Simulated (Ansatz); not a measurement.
One change: `OCB(F)S` becomes `NB(F)S`.

Ansatz, PBE0-D4/def2-TZVP geometries, multiplicity 1. Each molecule was computed in one conformer, which needn't be the lowest.

```json
{"property": "size of the dipole moment (ωB97M-V/def2-TZVPP) / D", "`OCB(F)S`": "1.41"}
{"property": "size of the dipole moment (PBE/def2-TZVPP) / D", "`OCB(F)S`": "1.32"}
{"property": "HOMO energy (PBE0/def2-TZVPP) / eV", "`OCB(F)S`": "-7.92"}
{"property": "HOMO energy (PBE/def2-TZVPP) / eV", "`OCB(F)S`": "-6.30"}
{"property": "LUMO energy (ωB97M-V/def2-TZVPP) / eV", "`OCB(F)S`": "1.62"}
{"property": "HOMO–LUMO gap (B3LYP/def2-TZVPP) / eV", "`OCB(F)S`": "6.99"}
```

(1) What does the change do to each property? (An estimate is asked.)

## Answers

(1) Ansatz gave: 
| property | `NB(F)S` | shift |
| --- | --- | --- |
| size of the dipole moment (ωB97M-V/def2-TZVPP) / D | 1.73 | 0.32 |
| size of the dipole moment (PBE/def2-TZVPP) / D | 1.73 | 0.41 |
| HOMO energy (PBE0/def2-TZVPP) / eV | -7.39 | 0.53 |
| HOMO energy (PBE/def2-TZVPP) / eV | -6.12 | 0.18 |
| LUMO energy (ωB97M-V/def2-TZVPP) / eV | 1.95 | 0.33 |
| HOMO–LUMO gap (B3LYP/def2-TZVPP) / eV | 7.25 | 0.26 |

With PBE0 the HOMO rises by 0.53 eV and the LUMO rises by 0.90 eV, so the gap widens by about 0.37 eV. PBE moves the HOMO by 0.18 eV and ωB97M-V by 0.65 eV. Dipoles are sizes alone; their direction can turn.

B3LYP here is the variant with VWN-RPA as its local correlation; programs differ in this.
